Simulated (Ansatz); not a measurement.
Start from `[CH3][AlH][NH][SiH2]C` and change one atom or group to get `[CH3][AlH][NH]C[SiH3]`.

Ansatz, PBE0-D4/def2-TZVP geometries, multiplicity 1. Each molecule was computed in one conformer, which needn't be the lowest.

| property | `[CH3][AlH][NH][SiH2]C` |
| --- | --- |
| ideal-gas entropy at 298 K and 1 bar (rigid rotor, harmonic PBE0-D4/def2-TZVP) / J/(mol·K) | 405 |
| HOMO–LUMO gap (B3LYP/def2-TZVPP) / eV | 6.61 |
| HOMO energy (PBE/def2-TZVPP) / eV | -6.17 |
| size of the dipole moment (ωB97M-V/def2-TZVPP) / D | 1.57 |
| LUMO energy (PBE0/def2-TZVPP) / eV | -0.40 |
| LUMO energy (PBE/def2-TZVPP) / eV | -1.16 |

Problem. What does the change do to each property? (Estimate.)

Solution. Computed: 
| property | `[CH3][AlH][NH]C[SiH3]` | shift |
| --- | --- | --- |
| ideal-gas entropy at 298 K and 1 bar (rigid rotor, harmonic PBE0-D4/def2-TZVP) / J/(mol·K) | 397 | -8 |
| HOMO–LUMO gap (B3LYP/def2-TZVPP) / eV | 5.84 | -0.77 |
| HOMO energy (PBE/def2-TZVPP) / eV | -5.39 | 0.78 |
| size of the dipole moment (ωB97M-V/def2-TZVPP) / D | 0.98 | -0.59 |
| LUMO energy (PBE0/def2-TZVPP) / eV | -0.34 | 0.06 |
| LUMO energy (PBE/def2-TZVPP) / eV | -1.10 | 0.06 |

With PBE0 the HOMO rises by 0.86 eV and the LUMO rises by 0.06 eV, so the gap narrows by about 0.80 eV. PBE moves the HOMO by 0.78 eV and ωB97M-V by 0.89 eV. Dipoles are sizes alone; their direction can turn. Modes under 60 cm⁻¹, often nearly free rotors, make the harmonic entropy too high.

B3LYP here is the variant with VWN-RPA as its local correlation; programs differ in this.
